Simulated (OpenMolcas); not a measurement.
**How basis sets differ on SiNHF3 (SMILES [NH][Si](F)(F)F)**

SiNHF3 has 6 atoms, charge 0, and is taken as a doublet. As SMILES, `[NH][Si](F)(F)F`. Geometry: relaxed at PBE0-D4/def2-TZVP.

Quantity: the dipole moment, in D. The values are calculated.

```json
{"level": "ROHF/ANO-XS-MB (DKH2)", "kind": "Hartree–Fock", "program": "OpenMolcas", "value (D)": "2.67", "CPU time": "2.3 s"}
{"level": "UHF/STO-3G", "kind": "Hartree–Fock", "program": "OpenMolcas", "value (D)": "1.45", "CPU time": "2.3 s"}
{"level": "UHF/3-21G", "kind": "Hartree–Fock", "program": "OpenMolcas", "value (D)": "2.49", "CPU time": "3.2 s"}
{"level": "UHF/6-31G* (spherical functions)", "kind": "Hartree–Fock", "program": "OpenMolcas", "value (D)": "2.07", "CPU time": "7.2 s"}
```

The values span 1.45 to 2.67 D. Magnitudes only. Sets without polarisation functions give poor dipoles. Times are those of the runs behind each value, whatever else they computed, on shared processors of several kinds: orders of magnitude only.
